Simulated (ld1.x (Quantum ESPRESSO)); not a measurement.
The numbers below are computed, except where a source is named.
## Hardness and transferability of assorted potentials

Generated with ld1.x 7.5 (TM, RRKJ, ultrasoft, PAW), atompaw 4.2 or ONCVPSP 4.0.1. The cutoff is in Ry: for ld1.x and atompaw files where the sum of valence levels is converged to 10 mRy in a Bessel basis, for ONCV files where the hardest occupied wave has 1 mHa per electron of residual kinetic energy. The error is the largest all-electron minus pseudo excitation energy over each file’s own four to seven test configurations (ionisations up to +4, promotions, holes and added fractions of an electron), all of which were solved. The labels leave out finer settings (local radius, basis sizes, second energies), which also bear on the numbers. Spin-polarised tests are not counted. The rows are a selection from randomly drawn settings: files with unsolved tests, undetermined cutoffs or missed reference levels are left out.

A true bound ghost makes a file unfit for plane-wave use even where its test errors are small: the radial tests pick states by their node count and pass the ghost by.

| element | potential | cutoff (Ry) | largest error (meV) | bound ghosts |
| --- | --- | --- | --- | --- |
| Be | TM semilocal, PBE, scalar-relativistic, rc 1.45/4.20 (sp), local p, core correction yes, reference 2s2 2p0 | 10 | -224 | none |
| N | PAW, PBE, non-relativistic, rc 1.10/1.30 (sp), local smoothed, core correction yes, reference 2s2 2p3 | 40 | -19 | none |
| Cl | TM, PBEsol, non-relativistic, rc 1.35/1.45/1.25 (spd), local p, core correction yes, reference 3s2 3p5 | 50 | +209 | none |
| Cl | ultrasoft, LDA (PZ), scalar-relativistic, rc 1.55/1.55 (sp), local smoothed, core correction yes, reference 3s2 3p3 | 25 | +64 | none |
| Mn | PAW, PBE, scalar-relativistic, rc 1.40/1.70/1.25 (spd), local smoothed, core correction yes, reference 3s2 3p6 3d5 4s0 4p0 | 70 | -2.9 | none |
| Ga | RRKJ, PBE, scalar-relativistic, rc 2.05/2.55/0.85 (spd), local p, core correction no, reference 3d10 4s1 4p2 | 260 | -563 | s |

(1) Fill in the row for Co: RRKJ, LDA (PZ), scalar-relativistic, rc 1.15/1.05/0.80 (spd), local s, core correction yes, reference 3s2 3p6 3d7 4s0 4p0.

(2) Fill in the row for O: PAW, Wu–Cohen, non-relativistic, rc 1.00/1.50/1.25 (spd), local smoothed, core correction yes, reference 2s2 2p3.5.

Results:

(1) cutoff 230 Ry, largest error +1877 meV, bound ghosts: none.

(2) cutoff 35 Ry, largest error -9.4 meV, bound ghosts: none.
